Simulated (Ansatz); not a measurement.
Molecule: C$_{2}$HCl$_{4}$, charge 0, multiplicity 2. It need not be the lowest isomer of its formula. 
Structure (B3LYP-D3(BJ)/def2-TZVP (Ansatz, a first-principles code) minimum search):
SMILES: Cl[CH]C(Cl)(Cl)Cl
```xyz
7

C     -1.1629    -0.1605    -0.4898
C      0.2786    -0.1400    -0.1963
Cl     0.9153     1.5661    -0.2079
Cl     1.1190    -1.0700    -1.4702
Cl     0.6480    -0.8527     1.4086
Cl    -2.2812     0.4869     0.5986
H     -1.5124    -0.4120    -1.4775
```
Charge 0, spin multiplicity 2.

Basis-set convergence of Hartree-Fock and MP2 correlation energies (hartree) with Ansatz. Correlated levels leave the core frozen unless marked. UHF or UKS for open shells. No spin-orbit coupling. Non-relativistic.

| basis | functions | E(HF) | E(corr, MP2) |
|---|---|---|---|
| cc-pV(D+d)Z | 125 | -1914.27019 | -0.80898 |
| cc-pV(T+d)Z | 230 | ? | ? |

**Question.** What belongs in the gaps?

**Answer.** 
- cc-pV(T+d)Z, E(HF): -1914.35142
- cc-pV(T+d)Z, E(corr, MP2): -1.06403
